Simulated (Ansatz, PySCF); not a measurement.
C5H15NSi, singlet, at a GFN2-xTB geometry, atoms displaced at random by about 0.03 Å a coordinate. Base run: PBE0/STO-3G, gradient (PySCF).

The PySCF input:
```python
from pyscf import gto, scf, dft

mol = gto.Mole()
mol.atom = '''
    C     1.564329   -1.807155   -0.828653
    C     0.830553   -0.585679   -1.296882
    Si    0.131015    0.482721    0.092174
    C    -0.918462    1.964472   -0.831806
    N     1.455750    1.055018    1.003835
    C    -1.024148   -0.407146    1.250747
    C    -2.162337   -1.116996    0.544333
    H     1.974585   -2.377792   -1.591678
    H     0.932679   -2.505701   -0.179697
    H     2.363073   -1.511100   -0.107020
    H     1.561073   -0.019439   -1.963522
    H     0.122309   -0.935867   -1.941411
    H    -1.667897    1.508312   -1.379584
    H    -1.304524    2.579375   -0.062886
    H    -0.227950    2.563186   -1.450148
    H     1.253363    1.509982    1.900022
    H     2.262282    1.491144    0.516339
    H    -1.396663    0.279014    2.000727
    H    -0.407090   -1.183343    1.811861
    H    -2.770117   -0.401375    0.091145
    H    -2.831416   -1.684602    1.276498
    H    -1.851902   -1.857325   -0.167031
'''
mol.basis = 'sto-3g'
mol.charge = 0
mol.spin = 0
mol.verbose = 3
mol.build()

mf = dft.RKS(mol)
mf.xc = 'pbe0'
mf.kernel()
g = mf.nuc_grad_method()
grad = g.kernel()
```

Programs used: Ansatz (a first-principles code), PySCF; a row that names a program was run with it.

The coordinate followed is z of atom 22.

Each row names what was changed in the base input (with any setting that the change needs).

| change | dE/dx (Eh/bohr) | net force (Eh/bohr) |
|---|---|---|
| base | 0.017232 | 0.000036 |
| conv_tol = 1e-4 | 0.017214 | 0.000036 |
| density fitting = on; auxbasis_response = off | 0.017264 | 0.001481 |
| finite difference step (bohr) = 1e-4; conv_tol = 1e-11 | 0.017250 | - |
| finite difference step (bohr) = 1e-5; conv_tol = 1e-11 | 0.017250 | - |
| grids.level = 1; grid_response = off | 0.017239 | 0.000110 |
| grids.level = 0; grid_response = off | 0.017469 | 0.005298 |
| finite difference step (bohr) = 0.05; conv_tol = 1e-11 | 0.017327 | - |
| code = ansatz | 0.017232 | 0.000000 |
| finite difference step (bohr) = 0.01; conv_tol = 1e-11 | 0.017253 | - |
| grids.level = 0; grid_response = on | 0.017425 | 0.000000 |
| grids.level = 5; grid_response = on | 0.017233 | 0.000000 |

The net force is zero for an exact gradient.
